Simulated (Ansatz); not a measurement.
Reaction (ligand exchange at the In–Br bond): `[OH][In]([Br])[Br]` + H–F → `[OH][In]([F])[Br]` + HBr

Program: Ansatz. Geometries: PBE0-D4/def2-TZVP. ΔE: electronic, gas phase. CBS: MP2 limit from def2 TZ/QZ plus the TZ coupled-cluster correction, frozen cores. This one scheme is used for every species. Functionals use def2-TZVPP. def2 core potentials past Kr. For Br, In outer-core shells are correlated without core-valence functions, which leaves a few kJ/mol of doubt a bond. Scalar relativity is left out up to krypton. Each species was taken in one conformer, which may not be the lowest.

`[OH][In]([Br])[Br]`:

```xyz
5

O     1.393   -0.135   -0.759
In   -0.250   -0.127    0.315
Br   -2.067    1.398   -0.288
Br   -0.426   -1.637    2.213
H     1.350    0.501   -1.480
```

H–F:

```xyz
2

F    -0.417    0.057   -0.186
H     0.417   -0.057    0.186
```

`[OH][In]([F])[Br]`:

```xyz
5

O    -0.168    1.247   -0.943
In   -0.239   -0.324    0.226
F    -2.003   -1.000    0.612
Br    1.675   -1.464    1.207
H     0.734    1.541   -1.102
```

HBr:

Z-matrix (Å, degrees):
```
Br
H 1 1.420
```

| level | ΔE (kcal/mol) |
| --- | --- |
| BLYP-D4 | 16.2 |
| PBE0-D4 | 20.6 |
| r2SCANh-D4 | 19.3 |
| BHLYP-D4 | 20.9 |
| PBE0 | 19.9 |
| BHLYP | 19.3 |
| CCSD/def2-SVP | 17.0 |
| SCS-MP2/def2-QZVPP | 19.8 |

Problem. What does CCSD(T)/CBS give? (Best estimate.)

Solution. Computed: +20.4 kcal/mol. The listed levels differ from it by -4.2, 0.2, -1.1, 0.5, -0.5, -1.1, -3.4, -0.6 kcal/mol.

Problem. What do rigid-rotor, harmonic-oscillator terms from PBE0-D4/def2-TZVP frequencies (298.15 K, 1 bar) make of the CCSD(T)/CBS value? (Estimate.)

Solution. The calculation gave: ΔZPE = -1.5 kcal/mol, ΔH = +18.6 kcal/mol, ΔS = 3 J/(mol·K), ΔG = +18.4 kcal/mol.

Largest T1 diagnostic among the species: 0.014.

The D4 term adds +1.2 kcal/mol with B3LYP and +0.7 kcal/mol with PBE0; it sums over pairs of atoms, weighted by their polarisabilities, and B3LYP, whose exchange is more repulsive, gets the larger term. Leaving LDA and LC-ωPBE aside and taking each functional with its dispersion term where it has one, the values, not all of them listed here, spread over 5.1 kcal/mol, from BLYP-D4 to PBE-QIDH. LDA lies +1.6 kcal/mol from PBE without D4.

B3LYP here is the variant with VWN-RPA as its local correlation; programs differ in this.
